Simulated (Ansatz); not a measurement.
A search over several starts for the lowest SCF solution of AlPH3F3⁻, that is Al(PH3)F3 with one electron more at the given spin, in a small basis.

```yaml
crystal:
  periodic: [false, false, false]
  atoms:
    - {symbol: Al, position_ang: [-0.004511, 0.010147, -1.400949]}
    - {symbol: P, position_ang: [0.002910, -0.006148, 1.096930]}
    - {symbol: H, position_ang: [0.690655, 1.032860, 1.769328]}
    - {symbol: H, position_ang: [0.568014, -1.128087, 1.750055]}
    - {symbol: H, position_ang: [-1.242229, 0.058329, 1.767831]}
    - {symbol: F, position_ang: [1.638428, -0.033151, -1.664140]}
    - {symbol: F, position_ang: [-0.788328, 1.456241, -1.655078]}
    - {symbol: F, position_ang: [-0.864941, -1.390182, -1.663976]}
basis:
  gaussian: {orbitals: def2-SVP}
total_charge: -1
magnetization: {spin_polarized: true, initial_magnetization: 1}
hamiltonian: {xc: pbe0, dispersion: d4}
output: {orbitals: {seedname: orbitals}}
```

```sh
$ ansatz run in.yaml --threads 4 --pin off --events-out ev --progress --plain --max-ram 3916MiB
```

Shortened log:

```
Functional definition: PBE0
856 factors; integrals over basis functions are off by at most 8.3e-4 eV
mean field evaluation 1: about -24062.6817 eV, gradient 1.6e1 eV
mean field evaluation 2: about -24062.0864 eV, gradient 2.3e1 eV
mean field evaluation 4: about -24063.6778 eV, gradient 1.1e0 eV
mean field evaluation 8: about -24063.8578 eV, gradient 9.6e-2 eV
mean field evaluation 16: about -24063.8581 eV, gradient 5.0e-4 eV
mean field evaluation 32: about -24063.9103 eV, gradient 2.0e-3 eV
mean field evaluation 64: about -24063.8862 eV, gradient 1.0e-1 eV
mean field evaluation 96: about -24063.8779 eV, gradient 1.2e-1 eV
mean field -24063.91027624 eV, -884.3323915475 hartree, gradient 7.2e-6 eV, S^2 0.753561; 8 other end points of the search recorded, 0 dependent functions left out
reference -24063.91031452 eV, -884.3323929544 hartree; 30, 29 occupied and 63, 64 virtual orbitals, 856 factors
Total energy: -24064.06342385 eV, -884.3380196186 hartree
```

Hardware: 4 threads of Arm Neoverse V2 on a shared host. Wall time 16 s.

The highest occupied level of the charge -1 doublet lies above zero (up to 3.42 eV). By energy differences it is unbound by 0.43 eV (vertical, to the charge 0 singlet, at PBE0-D4/def2-TZVPD) and held by the finite basis.
